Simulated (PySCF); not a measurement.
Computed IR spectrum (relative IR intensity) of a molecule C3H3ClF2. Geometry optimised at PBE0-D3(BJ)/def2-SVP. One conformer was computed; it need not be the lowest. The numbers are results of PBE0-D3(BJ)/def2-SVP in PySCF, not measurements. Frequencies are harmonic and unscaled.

Lines under 2 % of the strongest are left out, and lines within 2 cm⁻¹ are merged.

ν (cm⁻¹): 303 (vw), 444 (vw), 640 (w), 721 (vw), 798 (m), 934 (m), 960 (m), 1132 (s), 1177 (vs), 1211 (w), 1395 (w), 1422 (m), 1741 (m), 3089 (m) (against the strongest line: vs over 80 %, s over 45 %, m over 15 %, w over 4 %, vw less)

### Question
Pick the molecule that these values belong to.
A. C=C(Cl)C(F)F
B. FC1(F)C[C@H]1Cl
C. F[C@@H]1C[C@@]1(F)Cl
D. F[C@@H]1[C@H](F)[C@H]1Cl

### Answer
A, C=C(Cl)C(F)F
